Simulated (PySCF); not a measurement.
Cd(Et) (C2H5Cd), SMILES C[CH2][Cd] (connectivity only; charge and spin as stated), neutral, multiplicity 2. Geometry: PBE-D3(BJ)/def2-TZVP. The multiplicity is an assumed one; other spin states were not compared. The isomer is the one that the SMILES or the coordinates give; other isomers of the formula were not compared. The def2 effective core potentials stand for the cores of Cd; spin–orbit coupling is left out.

Level of theory: PBE-D3(BJ)/def2-TZVP (PySCF 2.14.0).

Harmonic wavenumbers (cm⁻¹): 149, 192, 251, 543, 839, 842, 993, 1045, 1187, 1351, 1409, 1436, 1438, 2918, 2993, 3011, 3029, 3082. Rotational constants (GHz): 28.35, 2.650, 2.501; symmetry number 1.

### Question
Work out the zero-point energy and the ideal-gas rigid-rotor harmonic-oscillator thermochemistry at 298.15 K and 1 atm.

### Answer
ZPE = ½ Σ hcν = ½ × 26706 cm⁻¹ = 38.18 kcal/mol. H − E(el) = 41.90 kcal/mol. Entropy in cal/(mol K): translation 40.75, rotation 24.95, vibration 7.81, spin 1.38, total 74.89. G − E(el) = 19.57 kcal/mol. Cp = 17.14 cal/(mol K). Modes under 150 cm⁻¹ make the vibrational entropy uncertain.
